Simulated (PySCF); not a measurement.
Excitation energy of V by level of theory

V [Ar] 3d3 4s2 (4F) → V [Ar] 3d5 (6S), as a difference of total energies. Calculation: PySCF 2.14, in aug-cc-pVDZ-DK (7s6p4d2f, 59 functions); the spin-free X2C one-electron Hamiltonian (Gaussian nucleus). Correlated levels: valence: [Ar] frozen. The calculations carry no spin-orbit coupling.

```tsv
method	excitation energy (eV)
UHF	3.772
LDA	1.058
PBE	1.249
PBE0	1.811
r2SCAN	1.681
revPBE	1.255
M06-2X	3.143
LC-wPBE	1.558
MP2 (valence)	2.721
```

Estimate what SCS-MP2 (valence) gives.

4.139 eV, closest to UHF among the rows shown.

Estimate what B3LYP gives.

2.191 eV, closest to PBE0 among the rows shown.

A first-order spin-orbit estimate (lowest level to lowest level, LS coupling) adds 0.043 eV.
